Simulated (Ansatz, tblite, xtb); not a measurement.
Breaking a bond: SNa (cation, charge +1), lowest singlet found (which spin is the ground state isn't settled by this scan).

- FCI = full CI/aug-cc-pVDZ, frozen core (Ansatz, an electronic-structure program)
- GFN1-xTB (xtb)
- GFN2-xTB, 300 K electronic temperature (tblite)
- RMP2 = MP2 on RHF/aug-cc-pVDZ, frozen core (Ansatz)
- RCCSD = CCSD on RHF/aug-cc-pVDZ, frozen core (Ansatz)

Energies are in kcal/mol, each relative to the lowest point of its own curve between 2.46 and 3.66 Å, where full CI is lowest.

```csv
R / Å,FCI,GFN1-xTB,GFN2-xTB,RMP2,RCCSD
1.96,64.7,37.7,40.6,64.8,63.7
2.12,34.7,15.0,20.0,34.7,34.3
2.27,18.3,6.0,10.6,18.2,18.1
2.34,13.1,3.7,8.1,13.1,13.0
2.46,7.0,1.5,5.1,7.0,7.0
2.57,3.6,0.5,3.5,3.5,3.5
2.66,1.8,0.1,2.6,1.8,1.8
2.76,0.7,0.0,1.9,0.6,0.7
2.80,0.4,0.0,1.7,0.4,0.4
2.95,0.0,0.5,1.0,0.0,0.0
3.06,0.2,1.1,0.7,0.2,0.2
3.22,0.8,2.1,0.2,0.8,0.7
3.42,1.9,3.6,0.0,1.9,1.8
3.66,3.3,5.2,0.3,3.2,3.1
3.97,4.9,7.0,1.1,4.8,4.6
4.30,6.3,8.8,2.1,6.2,5.9
4.77,7.7,11.0,3.7,7.6,7.1
5.38,8.8,12.9,—,8.7,8.1
5.95,9.4,13.9,—,9.2,8.7
6.84,9.9,14.6,—,9.8,9.2
7.92,10.3,14.8,—,10.1,9.5
9.18,10.5,14.8,—,10.3,9.6
```

At the longest distance, 9.18 Å, GFN1-xTB lies highest above its minimum (14.8 kcal/mol) and RCCSD lowest (9.6 kcal/mol).

A dash means that the run gave no value there, or that the column was ended at a point which the program doubted or which failed a test of continuity chosen for this set; such a test can also cut sound points.

Also computed but left out beside FCI, since their determinant holds another spin at the minimum (<S²> over 0.7 above the pure value): UHF, UMP2, UCCSD, UCCSD(T), UKS-BLYP, UKS-PBE, UKS-B3LYP/6-31G*, UHF/LANL2DZ, UKS-M06-2X/6-31G*, UMP2/3-21G. The restricted form behind RMP2 keeps the bonding electrons paired and can't separate into open-shell fragments.
